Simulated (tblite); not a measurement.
Q: Give a GFN2-xTB geometry of `O(C)C(=O)[SiH2]CC(C#N)=C`.

A: 
```xyz
19
C6H9NO2Si angstrom
C     -3.3034   -1.2718    0.7263
C     -2.5918   -0.1547    0.5818
C     -3.1972    0.9929    0.0142
N     -3.6769    1.9298   -0.4401
C     -1.1520   -0.0060    0.9477
Si    -0.0398    0.0387   -0.6061
C      1.7716    0.0495    0.0257
O      2.1520   -0.1994    1.1431
O      2.5919    0.3613   -0.9802
C      3.9886    0.3965   -0.6952
H     -4.3356   -1.3305    0.4260
H     -2.8662   -2.1578    1.1544
H     -1.0105    0.9187    1.5123
H     -0.8531   -0.8332    1.5938
H     -0.2316   -1.1802   -1.3986
H     -0.2579    1.2349   -1.4159
H      4.1995    1.1685    0.0470
H      4.4874    0.6206   -1.6341
H      4.3154   -0.5683   -0.3030
```

Any rigid rotation of these coordinates is as good. Atoms count from 1 in this order. The 3 C–C bonds span 1.332 Å (C1=C2, drawn double) to 1.493 Å (C2–C5, drawn single), a spread of 0.161 Å. Of the pairs four or more bonds apart, O8···H19 is among the closest relative to their van der Waals radii: 2.63 Å, 97 % of the sum of Bondi's values. Si6 (SiH2 silicon) is tetrahedral (angles from 106.4° to 112.5°). The C–O distances run from 1.206 Å (C7=O8, drawn double) to 1.426 Å (O9–C10, drawn single), a spread of 0.220 Å.

Bonds between heavy atoms (Å): C1=C2 1.332, C2–C3 1.416, C3≡N4 1.146, C2–C5 1.493, C5–Si6 1.911, Si6–C7 1.918, C7=O8 1.206, C7–O9 1.335, O9–C10 1.426.

Structure optimised with GFN2-xTB, isolated species.

Point group: C1 (no symmetry element, even within 0.4 Å). Its lowest GFN2-xTB frequency is 10 cm⁻¹, too small to tell a flat minimum from a shallow saddle. One conformer, not necessarily the lowest (C1–C2–C5–Si6 106°, C2–C5–Si6–C7 -174°, C5–Si6–C7–O8 14°, Si6–C7–O9–C10 -179°).

These are computed values.
